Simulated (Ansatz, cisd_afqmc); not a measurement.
Species: BH, charge 1, doublet. BH+ (parent SMILES [BH], doublet).
B3LYP-D3(BJ)/def2-TZVP minimum from Ansatz (an electronic-structure program):
```
B
H 1 1.2044
```
Charge +1, spin multiplicity 2.

Total energies in cc-pVTZ, 3 correlated electrons, 1 frozen orbitals. Open shells are spin-unrestricted; no spin-orbit coupling. Cores are frozen in correlated methods. No relativity. The Monte Carlo rows (phaseless AFQMC, CISD trial, step 0.005/hartree) carry one-sigma bars that omit the constraint's bias. Outlying blocks are dropped, and bars are widened where a walk drifts. Over all cases where full CI ran beside it in this data, AFQMC minus full CI had a median of +0.1 mEh and passed +0.4 mEh in a tenth of the cases. Full CI freezes restricted core orbitals and the other rows unrestricted ones, which leaves a small offset even where coupled cluster is exact. The spin of HB+ (parent SMILES [BH], doublet) was assumed, and the state is the lowest solution found for it.

| method | program | energy (Eh) | error against FCI (mEh) |
|---|---|---|---|
| HF | Ansatz | -24.82096 | 52.06 |
| MP2 | Ansatz | -24.85908 | 13.94 |
| CCSD | Ansatz | -24.87205 | 0.97 |
| CCSD(T) | Ansatz | -24.87275 | 0.27 |
| CCSDT | Ansatz | -24.87303 | -0.01 |
| AFQMC/CISD | cisd_afqmc | -24.8729 ± 0.0001 | 0.1 ± 0.1 |
| FCI | Ansatz | -24.87302 | 0.00 |
